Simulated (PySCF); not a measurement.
**Te: excitation energy**

Te [Kr] 4d10 5s2 5p4 (3P) → Te [Kr] 4d10 5s1 5p5 (3P), as a difference of total energies. Computed with PySCF 2.14 in def2-TZVPPD with the def2 core potential (28 electrons), with a scalar-relativistic core potential. Correlated levels: valence: 4s2 4p6 4d10 frozen. The calculations carry no spin-orbit coupling.

```
           method  excitation energy (cm⁻¹)
              UHF                     80517
    MP2 (valence)                     74289
SCS-MP2 (valence)                     73479
   CCSD (valence)                     66012
CCSD(T) (valence)                     61002
```

The upper state lies above the first ionisation limit, where it may autoionise and the basis confines it.

The coupled-cluster amplitudes are large for the upper state (T1 above 0.03 or a double amplitude above 0.15), so a single reference is strained.
